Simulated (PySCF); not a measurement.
Si(H)2(SH)2 (H4S2Si), SMILES S[SiH2]S. Coordinates come from a B3LYP-D3(BJ)/def2-TZVP optimisation. Other conformers were not sampled.

Level of theory: B3LYP-D3(BJ)/def2-TZVP (PySCF).

Harmonic wavenumbers (cm⁻¹): 145, 222, 250, 462, 488, 536, 634, 746, 829, 887, 944, 2240, 2251, 2669, 2670. Rotational constants (GHz): 12.72, 2.331, 2.056; symmetry number 2.

Question: Work out the zero-point energy and the ideal-gas rigid-rotor harmonic-oscillator thermochemistry at 298.15 K and 1 atm.

Answer: ZPE = ½ Σ hcν = ½ × 15975 cm⁻¹ = 22.84 kcal/mol. H − E(el) = 26.94 kcal/mol. Entropy in cal/(mol K): translation 39.60, rotation 24.69, vibration 9.54, total 73.83. G − E(el) = 4.93 kcal/mol. Cp = 20.49 cal/(mol K). Modes under 150 cm⁻¹ make the vibrational entropy uncertain.
